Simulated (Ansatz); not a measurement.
Species: C2HClF3 (charge 0, doublet). It need not be the lowest isomer of its formula. SMILES: FC(F)(F)[CH]Cl
Structure (B3LYP-D3(BJ)/def2-TZVP (Ansatz, a quantum-chemistry and plane-wave program) minimum search):
```
C
F 1 1.3461
F 1 1.3495 2 107.78
F 1 1.3502 2 107.71 3 -114.46
C 1 1.4847 2 109.43 4 -122.75
H 5 1.0772 1 120.90 2 1.49
Cl 5 1.6848 6 119.33 1 -179.14
```
Charge 0, spin multiplicity 2.

Parts of the frozen-core correlation energy in cc-pV(D+d)Z (Ansatz, hartree). Frozen orbitals: 10; correlated occupied orbitals by spin: 19 and 18; virtual: 69 and 70. Open shells are spin-unrestricted. Spin-orbit coupling is left out. No relativistic terms.

| term | value |
|---|---|
| reference (HF) | -834.11983 |
| MP2 opposite-spin | (withheld) |
| MP2 same-spin | -0.25654 |
| CCSD correlation | (withheld) |
| (T) | (withheld) |
| T1 diagnostic | 0.014 |
| largest doubles amplitude | 0.025 |
| <S^2> of the reference | 0.765 |

**Question.** Complete the blanks.

**Answer.** 
- MP2 opposite-spin, value: -0.67697
- CCSD correlation, value: -0.96735
- (T), value: -0.02232
